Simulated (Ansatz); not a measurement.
Mulliken charges of `FBB[SiH3]` from B3LYP/def2-TZVPP in Ansatz (PBE0-D4/def2-TZVP geometry).

```json
{"atom": "F1", "x (Å)": "1.412", "y (Å)": "1.444", "z (Å)": "-1.812", "charge (e)": "-0.224"}
{"atom": "B2", "x (Å)": "0.558", "y (Å)": "0.439", "z (Å)": "-1.658", "charge (e)": "0.231"}
{"atom": "B3", "x (Å)": "-0.551", "y (Å)": "0.333", "z (Å)": "-0.423", "charge (e)": "-0.007"}
{"atom": "Si4", "x (Å)": "-0.143", "y (Å)": "-0.505", "z (Å)": "1.361", "charge (e)": "0.136"}
{"atom": "H5", "x (Å)": "0.639", "y (Å)": "-0.459", "z (Å)": "-2.465", "charge (e)": "-0.012"}
{"atom": "H6", "x (Å)": "-1.678", "y (Å)": "0.716", "z (Å)": "-0.569", "charge (e)": "0.063"}
{"atom": "H7", "x (Å)": "-1.237", "y (Å)": "-1.404", "z (Å)": "1.820", "charge (e)": "-0.062"}
{"atom": "H8", "x (Å)": "1.141", "y (Å)": "-1.253", "z (Å)": "1.417", "charge (e)": "-0.066"}
{"atom": "H9", "x (Å)": "-0.052", "y (Å)": "0.643", "z (Å)": "2.312", "charge (e)": "-0.058"}
```

Task: By hand: the dipole of these point charges (1 e Å = 4.8032 D).

Result: Σ q r = (-0.312, -0.110, -0.136) e Å, of length 0.358 e Å = 1.72 D.

Task: How does the dipole of the full density compare? (An estimate is asked.)

Result: Ansatz gave: (-0.166, -0.098, 0.024) e Å, 0.93 D; the point charges give 1.85 times that, at 31° from its direction.

Point charges leave out the atoms' own dipoles, such as those of lone pairs, and Mulliken's split depends on the basis, so the two needn't agree.

B3LYP here is the variant with VWN-RPA as its local correlation; programs differ in this.
